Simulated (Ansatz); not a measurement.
Stepwise reaction of `C[O][Al]([Cl])[O]C` with ammonia, as a gas-phase model of exchange steps in deposition or etching. ΔE in kJ/mol.

Program: Ansatz. Geometries: PBE0-D4/def2-TZVP. ΔE: electronic, gas phase. CCSD(T)/CBS adds triple-zeta CCSD(T) − MP2 to the extrapolated MP2 energy (def2 sets, frozen cores). This one scheme is used for every species. DFT in def2-TZVPP. B3LYP here is the variant with VWN-RPA as its local correlation; programs differ in this. One conformer a species, not always the lowest.

| step | reaction | PBE-D4 | B3LYP-D4 | ωB97M-V | CCSD(T)/CBS |
| --- | --- | --- | --- | --- | --- |
| 1 | `C[O][Al]([Cl])[O]C` + NH₃ → `C[O][Al]([NH2])[Cl]` + CH₃OH | 36.1 | 40.6 | 37.8 | 38.6 |
| 2 | `C[O][Al]([NH2])[Cl]` + NH₃ → `[NH2][Al]([NH2])[Cl]` + CH₃OH | 44.1 | 48.3 | 45.5 | 45.2 |

Problem. By hand: ΔE of the 2 steps together at CCSD(T)/CBS.

Solution. (38.6) + (45.2) = 83.8 kJ/mol, or 41.9 kJ/mol a step.

In ΔE each step is higher than the one before. All are uphill at CCSD(T)/CBS. PBE-D4 differs from CCSD(T)/CBS by -2.5 to -1.1 kJ/mol a step. Isolated molecules leave out the surface, adducts and barriers. Largest T1 diagnostic: 0.011.
